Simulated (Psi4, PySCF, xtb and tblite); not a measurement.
Torsional profile of C₅H₄O₂S, SMILES O=Cc1ccc(O)s1. Scanned: dihedral O1–C2–C3–S8; all other coordinates were relaxed at GFN2-xTB. Points at φ and −φ are mirror images. Heavy atoms are numbered in the order of the SMILES O=Cc1ccc(O)s1, hydrogens after them in the order of the atoms that carry them; the mirror image has the same energies with the sign of each dihedral reversed.

- RMP2/3-21G = restricted MP2 (frozen core)/3-21G // GFN2-xTB (PySCF)
- MP2/cc-pVTZ = DF-MP2 (frozen core)/cc-pVTZ // GFN2-xTB in Psi4 1.11
- GFN2-xTB (xtb and tblite)

Energies in mEh, each method relative to its own lowest point.

| φ / ° | RMP2/3-21G | MP2/cc-pVTZ | GFN2-xTB |
|---|---|---|---|
| -165 | 4.9 | 4.2 | 0.8 |
| -150 | 7.7 | 6.7 | 2.9 |
| -135 | 11.8 | 10.5 | 6.3 |
| -120 | 16.4 | 15.0 | 10.4 |
| -105 | 20.1 | 19.0 | 14.3 |
| -90 | 21.4 | 20.5 | 16.2 |
| -75 | 19.9 | 18.7 | 14.7 |
| -60 | 15.8 | 14.4 | 11.1 |
| -45 | 10.4 | 9.1 | 7.0 |
| -30 | 5.2 | 4.4 | 3.5 |
| -15 | 1.4 | 1.1 | 1.1 |
| 0 | 0.0 | 0.0 | 0.3 |
| 15 | 1.4 | 1.1 | 1.1 |
| 30 | 5.2 | 4.4 | 3.5 |
| 45 | 10.4 | 9.1 | 7.0 |
| 60 | 15.8 | 14.4 | 11.1 |
| 75 | 19.9 | 18.7 | 14.7 |
| 90 | 21.4 | 20.5 | 16.2 |
| 105 | 20.1 | 19.0 | 14.3 |
| 120 | 16.4 | 15.0 | 10.4 |
| 135 | 11.8 | 10.5 | 6.3 |
| 150 | 7.7 | 6.7 | 2.9 |
| 165 | 4.9 | 4.2 | 0.8 |
| 180 | 3.9 | 3.4 | 0.0 |
